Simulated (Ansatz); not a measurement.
Molecule: sum formula BOCl2 (charge 0, doublet). It need not be the lowest isomer of its formula. 
Coordinates optimised at B3LYP-D3(BJ)/def2-TZVP (Ansatz, a program for electronic structure):
SMILES: [O]B(Cl)Cl
```xyz
4

B     -0.3263    -0.1169    -0.1195
Cl     0.1564     1.5204    -0.5290
Cl     0.6475    -1.2323     0.8233
O     -1.5044    -0.5390    -0.5508
```
Charge 0, spin multiplicity 2.

Dipole moments at this geometry, in debye (magnitudes).

```
level                    program  dipole (D)
-----------------------  -------  ----------
PBE/def2-TZVPD            Ansatz        1.15
revPBE/def2-TZVPD         Ansatz        1.09
B97M-V/def2-TZVPD         Ansatz        0.75
CAM-B3LYP/def2-TZVPD      Ansatz        0.61
CCSD(T)/aug-cc-pV(D+d)Z   Ansatz        0.50
```
